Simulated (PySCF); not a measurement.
## Unknown: peak-picked proton spectrum

Formula C10H12O2. The spectrum was simulated from the full spin Hamiltonian at 700 MHz with 1.2 Hz Lorentzian lines, from shifts rounded to 0.01 ppm and J to 0.1 Hz, couplings under 1 Hz left out.

Maxima in Hz from TMS (height), grouped by integral:
2H: 5870.8 (19), 5869.9 (17), 5862.1 (20)
1H: 5343.0 (4), 5336.2 (3), 5334.7 (11), 5326.5 (7)
2H: 5293.1 (14), 5284.5 (21), 5276.2 (9)
1H: 3633.2 (3), 3626.1 (8), 3619.1 (10), 3611.9 (8), 3604.9 (3)
6H: 948.6 (100), 941.5 (99)

In vacuum, fast rotation and ring inversion assumed for equivalent nuclei, single conformer, non-relativistic Hamiltonian. B3LYP/pcJ-1 coupling constants (without the spin–dipole term); PBE0-D3(BJ)/def2-SVP structure; shielding tensors at PBE0/pcSseg-1 (GIAO); PySCF.

References, each an isolated molecule treated in the same way: TMS for $^{1}$H.

(1) Analyse the multiplets.

(2) What is the compound?

Results:

(1) $^{1}$H NMR (700 MHz, computed): δ 8.38 (m, 2H), 7.62 (m, 1H), 7.55 (m, 2H), 5.17 (sept, J = 7.1 Hz, 1H), 1.35 (d, J = 7.1 Hz, 6H). These are first-order names from the parameters used; overlap and second-order distortion can hide them in the list.

(2) SMILES CC(C)OC(=O)c1ccccc1.

Numbering as in the mapped SMILES `[CH3:1][CH:2]([CH3:3])[O:4][C:5](=[O:6])[c:7]1[cH:8][cH:9][cH:10][cH:11][cH:12]1`; H(Xn) means a hydrogen on atom n.

- δ 8.38: H(C8)/H(C12), hydrogen on an aromatic CH, coupled to H(C9)/H(C11) (8.8 Hz), H(C10) (1.0 Hz).
- δ 7.62: H(C10), hydrogen on an aromatic CH, coupled to H(C9)/H(C11) (8.3 Hz), H(C8)/H(C12) (1.0 Hz).
- δ 7.55: H(C9)/H(C11), hydrogen on an aromatic CH, coupled to H(C8)/H(C12) and H(C10) (8.5 Hz).
- δ 5.17: H(C2), hydrogen on an sp3 CH bonded to O, coupled to H(C1)/H(C3) (7.1 Hz).
- δ 1.35: H(C1)/H(C3), hydrogen on a methyl carbon, coupled to H(C2) (7.1 Hz).

This is the structure that produced the data.

Splittings below 1 Hz are ignored in the labels, and close J values are merged. Couplings among chemically equivalent protons are left out too, so labels in AA′BB′ or AA′XX′ sets are apparent multiplicities. Unscaled 3J(H,H) at this level run about 10 % above measured values.
